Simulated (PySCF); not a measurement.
PySCF input:

```python
from pyscf import gto, scf, dft

mol = gto.M(
    atom='''
    Si   -0.00000000   -0.00000000   -1.95292654
    I     0.00000000    0.00000000    0.51586739
    ''',
    basis='def2-tzvpd',
    ecp='def2-tzvp',
    charge=0,
    spin=1,
    symmetry='C2v',
    verbose=4,
)

mf = dft.UKS(mol, xc='bp86').density_fit(auxbasis='def2-universal-jkfit')
mf.grids.level = 3
mf.conv_tol = 1e-9
mf.max_cycle = 100
mf.max_memory = 1500
mf.kernel()
if not mf.converged:
    mf = mf.newton()
    mf.kernel(mf.make_rdm1())
mf.analyze()
```

**Question.** What final total energy does it print?

**Answer.** -587.33752 Eh (BP86/def2-TZVPD).
